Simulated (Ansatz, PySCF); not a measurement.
Molecule: 2,2-difluoropropan-1-ol, C₃H₆F₂O, net charge 0, singlet state. 
Geometry from a B3LYP-D3(BJ)/def2-TZVP (Ansatz, a quantum-chemistry and plane-wave program) optimisation:
```xyz
12

C      1.3689    -0.7877    -0.2058
C      0.3137     0.2674    -0.0122
F      0.6652     1.4108    -0.7019
F      0.2694     0.6271     1.3138
C     -1.0886    -0.0978    -0.4704
O     -1.4516    -1.3284     0.1298
H      1.0923    -1.6840     0.3452
H      2.3218    -0.4086     0.1609
H      1.4597    -1.0320    -1.2636
H     -1.7516     0.7199    -0.1735
H     -1.0794    -0.1680    -1.5636
H     -2.4058    -1.4333     0.0783
```
Charge 0, spin multiplicity 1.

Property: atomisation energy (electronic, to ground-state atoms), in kcal/mol. Valence correlation only, unless marked. Open shells are spin-unrestricted. No spin-orbit coupling. No relativistic terms. The coupled-cluster limit lacks core correlation, which all-electron functionals hold. CBS marks a two-point X^-3 extrapolation of the correlation energy; Hartree-Fock from the larger set. The bracket is a focal-point correction in the basis named.

```tsv
level	program	atomisation energy (kcal/mol)
HF-D3(BJ)/def2-TZVPD	PySCF + dftd3	847.5
PBE/def2-TZVPD	Ansatz	1160.0
BLYP-D3(BJ)/def2-TZVPD	Ansatz + dftd3	1130.8
BLYP-D4/def2-TZVPD	Ansatz + dftd4	1131.5
revPBE-D4/def2-TZVPD	Ansatz + dftd4	1130.2
r2SCAN/def2-TZVPD	Ansatz	1134.9
PBE0-D3(BJ)/def2-TZVPD	Ansatz + dftd3	1136.8
PBE0-D4/def2-TZVP	Ansatz + dftd4	1136.2
PBE0/def2-TZVP	Ansatz	1132.3
BHLYP/def2-TZVPD	Ansatz	…
r2SCANh/def2-TZVPD	Ansatz	1125.6
CAM-B3LYP/def2-TZVPD	Ansatz	1135.1
B2GP-PLYP-D4/def2-TZVPD	Ansatz + dftd4	1117.4
CCSD/6-31G*	Ansatz	1030.5
RI-MP2/CBS(cc-pVTZ,cc-pVQZ)+[CCSD(T)-MP2]/cc-pVTZ	Ansatz	1135.1
```

Question: Complete the blanks.

Answer: 
- BHLYP/def2-TZVPD, atomisation energy (kcal/mol): 1082.1
